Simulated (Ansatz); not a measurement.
Al4Sb4, 8 atoms. Hardware: 4 threads of Arm Neoverse V1 on a shared host.

In the def2 sets Sb takes a core potential; there is no spin–orbit coupling. Correlated methods freeze 36 core orbitals; core or outer-core shells of Sb are correlated, in sets that lack core-valence functions.

(1) How many basis functions does each of these Ansatz runs have, and roughly what does it cost? PBE-D4/def2-SVP, charge -1 doublet at the geometry of the charge 0 singlet, energy, from earlier orbitals; PBE-D4/def2-SVP, charge 1 doublet at the geometry of the charge 0 singlet, energy, from earlier orbitals; r2SCANh-D4/def2-SVP, charge -1 doublet at the geometry of the charge 0 singlet, energy, from earlier orbitals; r2SCAN-D4/def2-SVP, charge 0 triplet at the geometry of the charge 0 singlet, energy, from earlier orbitals; r2SCAN-D4/def2-TZVP, charge 0 singlet, energy, from earlier orbitals; r2SCANh-D4/def2-SVP, charge 1 doublet at the geometry of the charge 0 singlet, energy, from earlier orbitals; CCSD(T)/def2-SVP, charge 0 singlet, energy, from earlier orbitals; PBE0-D4/def2-SVP, charge 0 triplet at the geometry of the charge 0 singlet, energy; PBE-D4/def2-SVP, charge 0 triplet at the geometry of the charge 0 singlet, energy, from earlier orbitals; PBE-D4/def2-SVP, charge 0 singlet, energy, from earlier orbitals; r2SCANh-D4/def2-TZVP, charge 0 singlet, energy and forces, from earlier orbitals; PBE-D4/def2-TZVP, charge 0 singlet, energy, from earlier orbitals.

Results:

(1) Other jobs shared the machine, so times can vary by a factor of up to 3. A dash marks memory too small to be measured apart from the calling script's.

| run | functions | fitting or Cholesky vectors | wall time | peak host memory (GiB) |
| --- | --- | --- | --- | --- |
| PBE-D4/def2-SVP, charge 0 singlet, energy, from earlier orbitals | 176 | 2036 | 4.8 s | – |
| PBE-D4/def2-TZVP, charge 0 singlet, energy, from earlier orbitals | 348 | 2568 | 11 s | 0.95 |
| PBE-D4/def2-SVP, charge -1 doublet at the geometry of the charge 0 singlet, energy, from earlier orbitals | 176 | 2036 | 11 s | – |
| PBE-D4/def2-SVP, charge 0 triplet at the geometry of the charge 0 singlet, energy, from earlier orbitals | 176 | 2036 | 13 s | – |
| PBE-D4/def2-SVP, charge 1 doublet at the geometry of the charge 0 singlet, energy, from earlier orbitals | 176 | 2036 | 15 s | – |
| r2SCAN-D4/def2-TZVP, charge 0 singlet, energy, from earlier orbitals | 348 | 2568 | 28 s | 0.99 |
| PBE0-D4/def2-SVP, charge 0 triplet at the geometry of the charge 0 singlet, energy | 176 | 1968 | 28 s | 1.3 |
| r2SCAN-D4/def2-SVP, charge 0 triplet at the geometry of the charge 0 singlet, energy, from earlier orbitals | 176 | 2036 | 39 s | – |
| r2SCANh-D4/def2-SVP, charge 1 doublet at the geometry of the charge 0 singlet, energy, from earlier orbitals | 176 | 1968 | 39 s | 1.2 |
| r2SCANh-D4/def2-SVP, charge -1 doublet at the geometry of the charge 0 singlet, energy, from earlier orbitals | 176 | 1968 | 43 s | 1.2 |
| r2SCANh-D4/def2-TZVP, charge 0 singlet, energy and forces, from earlier orbitals | 348 | 2580 | 68 s | 2.1 |
| CCSD(T)/def2-SVP, charge 0 singlet, energy, from earlier orbitals | 176 | 1968 | 2.9 min | 2.1 |
